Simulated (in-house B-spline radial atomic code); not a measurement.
BHandHLYP excitations of Yb²⁺

Method: BHandHLYP. Computed with an all-electron radial atomic-structure program (B-spline basis): linear response of the closed shell [Xe] 4f14 with the functional's adiabatic kernel; scalar-relativistic (spin-free one-electron X2C), finite nucleus, no spin-orbit coupling, no double excitations, S, P, D and F terms only; shells from n = 3 respond. Only terms of natural parity with L up to 3 were computed.

Spin-orbit coupling is strong here, so these LS terms don't match observed levels.

Command:
```bash
python run_td.py task.json out
```
Settings (radii: box in bohr, nucleus in fm):
```
Z                        70
electrons                68
configuration            [Xe] 4f14
hamiltonian              x2c
method                   bhandhlyp
box_radius               29.48
rms_radius               5.3108
intervals                72
```

Time taken, with all properties: 9.2 s on 1 thread of Arm Neoverse N1 (shared host).

The lowest states, in the order of their Tamm-Dancoff energies; the method's threshold (minus the highest occupied level) is 23.163 eV. Labels give the largest channel, * marks a mixed state, and oscillator strengths are full-response dipole values. Semilocal kernels can invert the small singlet-triplet splittings of Rydberg terms. Energies in eV:

| state | full response | Tamm-Dancoff | oscillator strength |
| --- | --- | --- | --- |
| 4f → 6s 3F | 4.603 | 4.611 | - |
| 4f → 6s 1F | 4.724 | 4.729 | - |
| 4f → 5d 3P | 4.686 | 4.797 | - |
| 4f → 5d 3F | 5.384 | 5.435 | - |
| 4f → 5d 1F | 5.895 | 5.903 | - |
| 4f → 5d 1P | 6.616 | 7.082 | 0.115 |
| 4f → 6p 3D | 9.588 | 9.596 | - |
| 4f → 6p 1D | 9.799 | 9.813 | - |
| 4f → 7s 3F | 14.914 | 14.916 | - |
| 4f → 7s 1F | ? | ? | - |
| 4f → 6d 3P | 15.563 | 15.575 | - |
| 4f → 6d 3F | 15.673 | 15.679 | - |
| 4f → 6d 1F | 15.746 | 15.748 | - |
| 4f → 6d 1P | 15.839 | 15.892 | 1.45e-06 |
| 4f → 7p 3D | 16.542 | 16.544 | - |
| 4f → 7p 1D | 16.602 | 16.606 | - |
| 4f → 5f 3S | 17.139 | 17.146 | - |
| 4f → 5f 3D | 17.176 | 17.178 | - |
| 4f → 5f 1D | 17.228 | 17.231 | - |
| 4f → 5f 1S | 17.545 | 17.615 | - |
| 4f → 8s 3F | ? | ? | - |
| 4f → 8s 1F | 18.460 | 18.461 | - |

(1) Where does 4f → 7s 1F lie?

(2) Where does 4f → 8s 3F lie?

(3) How large is the singlet-triplet splitting of 4f → 6s (F terms) in Tamm-Dancoff?

(4) What polarisabilities and dispersion coefficient does the method give?

Answers

(1) At 14.942 eV in full response, 14.943 eV in Tamm-Dancoff.

(2) At 18.447 eV in full response, 18.448 eV in Tamm-Dancoff.

(3) 0.119 eV, from the unrounded values.

(4) Dipole 6.864 bohr³, quadrupole 15.76 bohr⁵, C6 34.57 hartree·bohr⁶ for two such species.
